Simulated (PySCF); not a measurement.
Stretching CdB⁺

Set-up: Cd cc-pVDZ-PP with ECP28, B cc-pVDZ; scalar-relativistic core potentials (PySCF 2.14). Energies in eV from Cd + B⁺ in their ground configurations at the same level. State: ¹Σ⁺ (singlet), closed shell.

All columns are PBE0. A positive dipole points towards B; it is taken about the centre of mass and depends on that origin.

```csv
R (Å),E (eV),μ (D),Mulliken charge on Cd (basis-dependent),HOMO (eV),LUMO (eV),Mayer bond order,⟨S²⟩
2.165,-1.698,1.21,0.80,-12.77,-9.23,1.16,0.00
2.265,-1.864,1.54,0.76,-12.77,-9.13,1.08,0.00
2.366,-1.955,1.91,0.72,-12.76,-9.04,1.00,0.00
2.442,-1.987,2.20,0.69,-12.74,-8.99,0.96,0.00
2.517,-1.996,2.50,0.66,-12.71,-8.96,0.92,0.00
2.592,-1.986,2.80,0.63,-12.68,-8.93,0.88,0.00
2.693,-1.952,3.22,0.60,-12.61,-8.92,0.84,0.00
2.819,-1.884,3.76,0.56,-12.51,-8.92,0.80,0.00
2.970,-1.781,4.42,0.53,-12.38,-8.95,0.76,0.00
3.171,-1.627,5.32,0.49,-12.18,-9.02,0.72,0.00
```

A fit through these points gives, at Re = 2.512 Å, μ = 2.48 D and dμ/dR = 4.01 D/Å; the reduced mass is 10.04 u.

Task: How strong is the fundamental in the double-harmonic approximation, I = 42.26·(dμ/dR)²/μred km/mol?

Result: I = 42.26·(4.01)²/10.04 = 67.7 km/mol at PBE0.

For an ion De counts to the pair picked by the measured ionisation energies or electron affinities, which need not be the lowest pair at this level.
